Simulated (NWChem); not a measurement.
A series in which one site is exchanged, each optimised at PBE0/def2-SVP with NWChem, gas phase unless a solvent is named. For some, no frequency run checked for a minimum. def2 effective core potentials on I; no spin-orbit coupling.

A: [F][Ga]([Cl])[Cl] (GaCl₂F; site = F)
B: [I][Ga]([Cl])[Cl] (GaICl2; site = I)
C: [Cl][Ga]([Cl])[Cl] (GaCl3; site = Cl)
D: [Cl][GaH][Cl] (GaHCl$_{2}$; site = H)

Rank them by static polarisability, PBE/def2-SVPD (bohr³), lowest first.

A (55.5), D (58.4), C (71.0), B (94.8)
